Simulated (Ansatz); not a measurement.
Ansatz results at the PBE0-D4/def2-TZVP geometry: HOMO energy (PBE/def2-TZVPP) -8.30 eV; LUMO energy (PBE/def2-TZVPP) -1.02 eV; zero-point energy (PBE0-D4/def2-TZVP) 71.7 kJ/mol.

**Question.** Which molecule gave them?
A. `FC(F)(F)[SiH3]`
B. `F[SiH3]`
C. `C[SiH](S)Cl`
D. `F[SiH](F)[Si](F)(F)F`

**Answer.** B. The others give `FC(F)(F)[SiH3]`: -8.05, -0.74, 101.9; `F[SiH](F)[Si](F)(F)F`: -8.07, -1.88, 65.9; `C[SiH](S)Cl`: -6.46, -0.71, 150.0.
